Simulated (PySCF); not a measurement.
Zn(OH) (HOZn), SMILES [OH][Zn+], charge +1. Geometry optimised at PBE-D3(BJ)/def2-TZVP. The multiplicity is an assumed one; other spin states were not compared. The isomer is the one that the SMILES or the coordinates give; other isomers of the formula were not compared.

Task: Give the equilibrium geometry at PBE-D3(BJ)/def2-TZVP (PySCF confirms it by a frequency run) as a Z-matrix, and its point group. (The exact figures need the calculation; the answer reports its results.)

Result: point group Cs.
```
O
H 1 0.9838
Zn 1 1.7768 2 111.67
```
Charge +1, spin multiplicity 1.
